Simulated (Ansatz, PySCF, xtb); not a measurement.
Reaction (SMILES): CCCC=O + 3 C (CH4) -> C=O (CH2O) + 3 CC (C2H6) [ethane]
Structures are relaxed separately at B3LYP-D3(BJ)/def2-TZVP in Ansatz (a quantum-chemistry and plane-wave program), one conformer each, not searched for the lowest. Frequencies are from Ansatz or PySCF.

Wanted: bond separation energy (enthalpy at 298 K, with B3LYP-D3(BJ) rigid-rotor harmonic-oscillator terms), in kcal/mol. Correlated levels leave the core frozen unless marked. No spin-orbit coupling. No relativistic terms. CBS(X,Y): correlation extrapolated as X^-3; Hartree-Fock from the larger set. [CCSD(T)-MP2]/basis is that difference in the basis named.

From measured enthalpies of formation at 298 K: 16.2 kcal/mol (CCCC=O -48.9, CRC Handbook; C (CH4) -17.8, ATcT 1.112; C=O (CH2O) -26.1, ATcT 1.112; CC (C2H6) -20.0, ATcT 1.112). It holds spin-orbit effects, and any other conformers, which the calculations lack, and core correlation, which the frozen-core levels lack. This is an older compilation, not checked against later work.

```tsv
level	program	bond separation energy (kcal/mol)	error against measurement
GFN2-xTB	xtb	17.5	1.3
HF/6-31G*	Ansatz	13.8	-2.4
SVWN5/def2-TZVPD	Ansatz	19.4	3.2
PBE0/6-31G*	Ansatz	15.9	-0.3
wB97X/def2-TZVPD	Ansatz	15.8	-0.4
MP2/STO-3G	Ansatz	10.0	-6.2
CCSD/STO-3G	Ansatz	8.3	-7.9
CCSD(T)/cc-pVTZ	Ansatz	16.0	-0.2
CCSD(T)/cc-pwCVTZ	Ansatz	16.1	-0.1
RI-MP2/CBS(cc-pVTZ,cc-pVQZ)+[CCSD(T)-MP2]/cc-pVTZ	Ansatz	16.3	0.1
```
